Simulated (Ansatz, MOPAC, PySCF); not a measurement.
Complex: HF (SMILES F) (first 2 atoms) with HBr (SMILES Br); geometry from B3LYP-D3(BJ)/def2-TZVP, rigid monomers moved along the line of their centres of mass till F1···H4 is 1.87 Å.
(charge 0, multiplicity 1):
```xyz
4

F     -0.36219     0.13537     0.36942
H     -0.22032    -0.77429     0.26520
Br    -0.06069     0.87217     3.53937
H     -0.23257     0.76071     2.12416
```

Counterpoise-corrected where a basis set is named; no monomer relaxation. Rows marked so take none.

Cores are frozen in the correlated methods. Filled d and f shells under p-block atoms count as core. CBS: X⁻³ extrapolation of the correlation energy, Hartree–Fock from the larger set. Rows in 3-21G, 6-31G*, STO-3G carry no dispersion term and start afresh at each structure (6-31G* with six Cartesian d functions); the Pople sets are all-electron and without relativity. MP2/6-31G* freezes PySCF's default core, which leaves 3d correlated. The state that AM1 reach isn't checked.

The values were computed with Ansatz (a first-principles code) with Gaussian orbitals; MOPAC for AM1 (differences of heats of formation); PySCF for 3-21G rows, 6-31G* rows, STO-3G rows, the dispersion terms. Values without a source in brackets are computed.

Other levels give for the interaction energy: PBE/def2-TZVPPD -79.3; B3LYP/def2-TZVPPD -49.0; B3LYP-D3(BJ)/def2-TZVPPD -79.3; wB97M-V/def2-TZVPPD -74.3; CCSD(T)/CBS(aug-cc-pVTZ, aug-cc-pVQZ) -76.2 meV.

Problem. What do these common cheap choices give for the same quantity: AM1, HF/STO-3G (no counterpoise), HF/3-21G (no counterpoise), HF/6-31G* (no counterpoise), B3LYP/3-21G (no counterpoise), B3LYP/6-31G* (no counterpoise), M06-2X/6-31G* (no counterpoise), MP2/6-31G*?

Solution. AM1 -9.0; HF/STO-3G (no counterpoise) -161.2; HF/3-21G (no counterpoise) -237.5; HF/6-31G* (no counterpoise) -90.6; B3LYP/3-21G (no counterpoise) -444.6; B3LYP/6-31G* (no counterpoise) -217.4; M06-2X/6-31G* (no counterpoise) -213.1; MP2/6-31G* -73.9 meV. They span -444.6 to -9.0 meV.
